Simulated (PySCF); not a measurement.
# Two-component Hartree-Fock for In¹⁷⁺ (indium, charge +17)

Start: [Ar] 3d10 4s2 4p2; 4p1/2 filled at m_j = -1/2, +1/2. Calculated with PySCF 2.14 in an uncontracted even-tempered set (18 s from 0.94 bohr⁻², ratio 2.8; 14 p from 1.2 bohr⁻², ratio 2.8; 9 d from 2.2 bohr⁻², ratio 2.8; 4 f from 6.7 bohr⁻², ratio 3): generalised Hartree-Fock with the X2C-1e Hamiltonian and a Gaussian nucleus; spin-orbit coupling (SO) screened by Boettger's factors.

```tsv
spinor shell	electrons	ε, screened SO (eV)	weight of nominal j (screened SO)	rms radius, screened SO (bohr)
1s1/2	2	-28529.8	1.000	0.0340
2s1/2	2	-4739.1	1.000	0.139
2p1/2	2	-4440.7	1.000	0.120
3s1/2	2	-1277.4	1.000	0.368
3p1/2	2	-1156.6	1.000	0.360
3p3/2	4	-1113.6	1.000	0.372
3d3/2	4	-902.65	1.000	0.344
3d5/2	6	-893.71	1.000	0.347
4s1/2	2	-503.29	1.000	0.807
4p1/2	2	-460.70	1.000	0.835
```

Problem. Where does 2p3/2 lie, and what is the 2p spin-orbit splitting (screened SO)?

Solution. At -4225.6 eV, 215.05 eV above 2p1/2.

```tsv
quantity	screened SO
E (hartree)	-5766.42973
M_J	0
⟨J²⟩	0.000
⟨L²⟩	1.342
⟨S²⟩	1.342
```

Breit and QED terms are absent; they matter most for the inner s and p1/2 levels.

Densities and radii are taken from the X2C orbitals without a picture-change correction, which distorts them close to the nucleus.
